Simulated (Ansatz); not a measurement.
Consider the formal exchange of groups at a B–C bond: `B/C(C)=C/F` + `C=NC` → `BCN=C` + `C/C=C\F`.

Gas-phase electronic energies from Ansatz, PBE0-D4/def2-TZVP geometries. CBS: MP2 limit from def2 TZ/QZ plus the TZ coupled-cluster correction, frozen cores. Double bonds are as drawn, so ΔE can hold a change between cis and trans. Functionals use def2-TZVPP. Each species was taken in one conformer, which may not be the lowest.

Is it downhill or uphill in electronic energy at CCSD(T)/CBS, and by how much? (Best estimate.)

Ansatz gave: Uphill: ΔE = +9.1 kcal/mol.

What do these levels give: PBE, MP2/def2-TZVPP, CCSD(T)/def2-TZVPP, MP2/def2-QZVPP, SCS-MP2/def2-QZVPP, CCSD/CBS(def2)? (Estimate.)

The calculation gave: PBE 9.8, MP2/def2-TZVPP 10.2, CCSD(T)/def2-TZVPP 9.4, MP2/def2-QZVPP 10.0, SCS-MP2/def2-QZVPP 9.5, CCSD/CBS(def2) 8.4 kcal/mol.

Largest T1 diagnostic among the species: 0.012.

In def2-TZVPP, CCSD(T) changes the Hartree–Fock value by +1.1 kcal/mol (the triples alone add +0.6 kcal/mol) and MP2 by +1.9 kcal/mol.
